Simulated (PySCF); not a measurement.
**MN for M along the second period**

CCSD(T) with triple-zeta basis sets in PySCF, for the lowest determinant that a PBE0 search found; no spin–orbit coupling. De refers to high-spin ground-configuration atoms.

```csv
M,basis,"reference, frozen orbitals",state (unpaired electrons),Re (Å),ωe (cm⁻¹),De (eV)
Li,x2c-TZVPPall,"UHF, 1",triplet (π ↑↑),1.870,666,1.36
Be,def2-TZVPP,"UHF, 1","quartet (σ ↑, π ↑↑)",1.618,912,1.26
B,def2-TZVPP,"UHF, 2","triplet (σ ↑, π ↑)",1.333,1528,4.21
C,x2c-TZVPPall,"ROHF, 2",doublet (σ ↑),1.178,2057,7.43
N,x2c-TZVPPall,"RHF, 2",singlet (closed shell),1.103,2348,9.40
```

Task: By what factor does the well depth vary along the series?

Result: At CCSD(T) it runs from 1.26 eV (BeN) to 9.40 eV (N2), a factor of 7.46.

The rows differ in basis set, which adds steps of its own.

The state changes along the series, so neighbouring rows are not always alike in their bonding.

Correlated steps freeze the inner cores (1 to 2 orbitals); shallow outer-core shells are correlated. UHF and ROHF references stand side by side, which adds small steps between rows. Where the molecule has an RHF reference, its open-shell atoms are computed with UHF. The CCSD T1 diagnostic is raised in BN, CN, a sign that a single reference may not be enough there. States were picked by a PBE0 search and need not be the measured ground states.
